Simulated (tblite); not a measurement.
CHCl$_{3}$, charge +1, doublet, at a GFN2-xTB geometry (a state made from the parent by changing its charge; the spin is typed, not shown lowest); GFN1-xTB with ALPB(water) in tblite 0.6.0.

Here is a job for tblite.
```
$ tblite run mol.xyz --method gfn1 --charge 1 --spin 1 --alpb water --json tblite.json --no-restart

# file mol.xyz
5

Cl    -0.79809750     1.51930940    -0.07372434
C      0.00488595     0.00306855     0.36216780
Cl    -0.91853468    -1.45078845    -0.04693467
Cl     1.71373432    -0.07034090    -0.09414240
H      0.01994780     0.01252794     1.47861697
```

Task: Predict the main parts of the log of this tblite run.

Result: 
```
xTB calculator
 | screened Coulomb repulsion
 | Coulomb electrostatics
 |  * isotropic Klopman-Ohno-Mataga-Nishimoto electrostatics
 |  * onsite third-order electrostatics
 | DFT-D3(BJ) dispersion correction
 | Interactions (3)
 | [1] alpb/gbsa reaction field model
 | [2] cds contribution to solvation
 | [3] empirical free energy shift and standard state/solvent correction

halogen bonding energy    0.0000000000000E+00 Eh
repulsion energy          3.1848927176763E-02 Eh
dispersion energy        -2.0355259016387E-03 Eh
interaction energy        1.1932975878892E-04 Eh
number of electrons       2.5000000000000E+01 e
integral cutoff           1.9731147476801E+01 bohr

------------------------------------------------------------
  cycle        total energy    energy error   density error
------------------------------------------------------------
      1     -14.91007660356  -1.4940009E+01   2.9852901E-01
      2     -14.91068536501  -6.0876146E-04   1.8760871E-01
      3     -14.91020368770   4.8167732E-04   2.3897988E-02
      4     -14.91077974840  -5.7606070E-04   2.5786206E-04
      5     -14.91077981480  -6.6401604E-08   6.2982820E-05
      6     -14.91077981635  -1.5507506E-09   4.0074894E-06
------------------------------------------------------------

electronic energy        -1.4940712547384E+01 Eh
total energy             -1.4910779816350E+01 Eh

Post processing:
 | Mayer-Wiberg bond orders

[Info] JSON dump of results written to 'tblite.json'
```
